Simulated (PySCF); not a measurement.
# Kr¹¹⁺: ionisation energy

Kr¹¹⁺ [Ar] 3d7 [3d3/2^4 3d5/2^3, M_J = 9/2] → Kr¹²⁺ [Ar] 3d6 [3d3/2^4 3d5/2^2, M_J = 4], as a difference of total energies. All numbers are calculated (PySCF 2.14, the two-component X2C-1e Hamiltonian, in an even-tempered Gaussian basis (17 s from 0.76 bohr⁻², ratio 2.8; 13 p from 0.98 bohr⁻², ratio 2.8; 8 d from 0.98 bohr⁻², ratio 2.8; 4 f from 5.1 bohr⁻², ratio 3)). Correlated levels: [Ne] frozen; the 76 highest virtual spinors dropped. "Screened" scales the spin-orbit matrix elements by Boettger's factors to mimic the two-electron term; Breit and QED terms are absent.

```csv
method,ionisation energy (eV)
GHF (spin-free),348.72
GMP2 (spin-free),350.04
GHF (screened spin-orbit),348.95
GMP2 (screened spin-orbit),350.26
```

Q: How much does correlation contribute at GMP2 (screened spin-orbit)?

A: 350.26 − (348.95) = 1.31 eV, measured against GHF (screened spin-orbit).

The spin-free rows relax to the high-spin LS determinant and lack the spin-orbit shift.

The labels give the starting determinants; with spin-orbit coupling the two ends relaxed to ⟨J²⟩ = 24.75, ⟨L²⟩ = 12.23, ⟨S²⟩ = 3.67 and ⟨J²⟩ = 20.01, ⟨L²⟩ = 6.14, ⟨S²⟩ = 5.92.

For comparison: 350 ± 3 eV (theoretical estimate listed by NIST; NIST Atomic Spectra Database, ionization energies).
